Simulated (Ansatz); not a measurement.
What each rung costs, and what it gives

Saddle point of Si$_{2}$H$_{7}$OF, singlet (Si₂H₆O ([SiH3][O][SiH3]) + HF → Si₂H₅OF ([F][SiH2][O][SiH3]) + H₂; bonds formed: Si1–F8, H2–H7; bonds broken: Si1–H2, H7–F8), PBE0-D4/def2-TZVP structure:

Si1  (-0.693, 0.755, -0.765)
H2  (0.482, 1.775, -1.454)
O3  (-0.364, -0.772, -0.335)
Si4  (0.373, -1.570, 0.909)
H5  (-1.161, 0.581, -2.167)
H6  (-1.733, 1.520, -0.052)
H7  (0.761, 1.790, -0.529)
F8  (0.590, 1.402, 0.601)
H9  (-0.116, -1.071, 2.218)
H10  (1.844, -1.407, 0.817)
H11  (0.019, -3.002, 0.757)
(Å)

Barriers are electronic and count from the start structure reached by relaxing down the imaginary mode.

Ansatz 0.2.0; basis: as named in each row; cores frozen in the correlated methods. B3LYP uses VWN-RPA correlation. Extrapolation: Hartree–Fock as exp(−7.88 √X), correlation as X^−2.97.

Times are rough, for one single point on 4 threads of a shared host (Arm Neoverse V1).

The estimate by CCSD(T) at an estimated basis limit (MP2 extrapolated from triple and quadruple zeta, plus CCSD(T) − MP2 in triple zeta) is 1.386 eV.

| method | basis | time (s) | barrier (eV) | method less estimate |
| --- | --- | --- | --- | --- |
| HF | STO-3G | under 1 | 3.247 | 1.861 |
| PBE-D4 | STO-3G | under 1 | 0.833 | -0.553 |
| SPW92 | def2-SVP | under 1 | 0.620 | -0.767 |
| B3LYP-D4 | 6-31G | under 1 | 1.483 | 0.097 |
| PBE-D4 | def2-SVP | under 1 | 0.920 | -0.466 |
| PBE0-D4 | def2-SVP | under 1 | 1.154 | -0.232 |
| SPW92 | def2-TZVPP | 1 | 0.755 | -0.631 |
| PBE-D4 | def2-TZVPP | 2 | 1.045 | -0.341 |
| BLYP-D4 | def2-TZVPP | 2 | 1.182 | -0.204 |
| BHLYP-D4 | def2-TZVPP | 2 | 1.507 | 0.121 |
| B3LYP-D4 | def2-TZVPP | 2 | 1.312 | -0.075 |
| CAM-B3LYP-D4 | def2-TZVPP | 2 | 1.309 | -0.077 |
| PBE0-D4 | def2-TZVPP | 3 | 1.234 | -0.153 |
| CCSD(T) | def2-SVP | 3 | 1.493 | 0.106 |
| wB97M-V | def2-SVP | 3 | 1.164 | -0.222 |
| r2SCAN-D4 | def2-TZVPP | 4 | 1.114 | -0.272 |
| r2SCAN0-D4 | def2-TZVPP | 4 | 1.264 | -0.122 |
| RPA on PBE | def2-TZVPP | 4 | 1.400 | 0.014 |
| B2PLYP | def2-TZVPP | 4 | 1.352 | -0.034 |
| PBE-QIDH | def2-TZVPP | 4 | 1.345 | -0.041 |
| wB97X-V | def2-TZVPP | 6 | 1.313 | -0.073 |
| B97M-V | def2-TZVPP | 8 | 1.261 | -0.125 |
| wB97M-V | def2-TZVPP | 8 | 1.272 | -0.114 |
| MP2 | def2-QZVPP | 18 | 1.336 | -0.050 |
| CCSD(T) | def2-TZVPP | 100 | 1.418 | 0.031 |

All methods are single points on the PBE0-D4 structures.

T1 diagnostic: at most 0.013.

Labels in which every atom is bracketed show which atoms are joined, not bond orders.
